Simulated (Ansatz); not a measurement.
An input meant for the cluster PSe3 (charge 0, doublet; scaled by 0.96).

```yaml
crystal:
  periodic: [false, false, false]
  atoms:
    - {symbol: P, position_ang: [0.142786, 0.506299, -0.607319]}
    - {symbol: Se, position_ang: [1.915425, 0.620202, -1.054443]}
    - {symbol: Se, position_ang: [-1.181170, -1.397993, -0.079033]}
    - {symbol: Se, position_ang: [-0.803637, 0.288569, 1.599997]}
basis:
  gaussian: {orbitals: def2-TZVPP}
magnetization: {spin_polarized: true, initial_magnetization: 1}
hamiltonian: {xc: {name: BLYP}}
scf: {lower_state_search: full}
relax: {f_tol: 0.0001, max_steps: 1}
```

```sh
$ ansatz run in.yaml --threads 4 --pin off --events-out ev --progress --plain --max-ram 8704MiB
```

Output, abridged:

```
Functional definition: BLYP
1448 factors; their error is unknown
mean field evaluation 1: about -205338.2174 eV, gradient 2.3e1 eV
mean field evaluation 2: about -205309.0056 eV, gradient 6.3e1 eV
mean field evaluation 4: about -205338.8027 eV, gradient 1.6e1 eV
mean field evaluation 8: about -205340.8213 eV, gradient 2.4e0 eV
mean field evaluation 16: about -205338.2188 eV, gradient 2.3e1 eV
mean field evaluation 32: about -205340.7724 eV, gradient 2.6e-6 eV
mean field evaluation 64: about -205340.7636 eV, gradient 1.7e-1 eV
mean field evaluation 96: about -205335.9437 eV, gradient 1.7e1 eV
mean field evaluation 128: about -205317.7496 eV, gradient 6.2e1 eV
mean field evaluation 160: about -205339.8539 eV, gradient 1.0e1 eV
mean field -205340.77243339 eV, -7546.1342019527 hartree, gradient 2.6e-6 eV, S^2 0.753373; 10 other end points of the search recorded, 0 dependent functions left out
reference -205340.77273337 eV, -7546.1342129767 hartree; 59, 58 occupied and 127, 128 virtual orbitals, 1448 factors
relax step   1: F+E_penalty+E_count = -205340.77243339 eV  Δ(F+E_penalty+E_count) = +0.000e0 eV  max|allowed force component| = 1.022e1 eV/Å  Δτ_max = 0.0000 Å  (511 SCF iters, accepted)
Error: geometry relaxation did not converge after 1 steps: max|allowed force component| = 1.02e1 eV/Å (threshold 1.0e-4). Raise `relax.max_steps` over both its present limit and 1, loosen `relax.f_tol`, or start from a geometry closer to equilibrium. Where this run's directory can be resumed (`checkpoint.write`), a resume goes on for up to `relax.max_steps` more
```

(1) Something in this input is off. What?

## Answers

(1) The relaxation is allowed too few steps for its threshold. The SCF steps converged, but the relaxation ran out of steps.
